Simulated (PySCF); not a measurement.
C₃H₃Cl₂F. Atoms are numbered in the order given.

```xyz
9

F     -1.9448    -0.5258    -1.0232
C     -1.3817     0.0020     0.0876
C     -0.7737     1.3760    -0.0046
C      0.1105     0.1628     0.1314
Cl     1.0416    -0.3635    -1.2692
Cl     0.9173    -0.1128     1.6843
H     -1.8848    -0.3121     1.0082
H     -0.8586     2.0515     0.8503
H     -0.7855     1.8452    -0.9920
```
Charge 0, spin multiplicity 1.

Geometry optimised at B3LYP-D3(BJ)/def2-SVP. The structure was generated by enumeration; whether it is a known compound was not checked.

Computed with PBE/pcSseg-1 in PySCF.

GIAO shieldings, no solvent; atoms listed in one row are averaged. δ = σ(ref) − σ: ¹⁹F against CFCl3 (σ = 133.6 ppm); ¹³C against TMS (σ = 182.0 ppm); ³⁵Cl against HCl (σ = 936.5 ppm); ¹H against TMS (σ = 31.49 ppm), references at their B3LYP-D3(BJ)/def2-TZVP geometries, non-relativistic (without spin–orbit terms, shifts of atoms bonded to Cl or Br come out too high).

Computed chemical shifts:
```csv
nucleus,atoms,count,δ (ppm)
¹⁹F,F1,1,-236.3
¹³C,C4,1,83.9
¹³C,C2,1,83.7
¹³C,C3,1,34.7
³⁵Cl,Cl6,1,322.9
³⁵Cl,Cl5,1,267.6
¹H,H7,1,4.75
¹H,"H8, H9",2,1.79
```
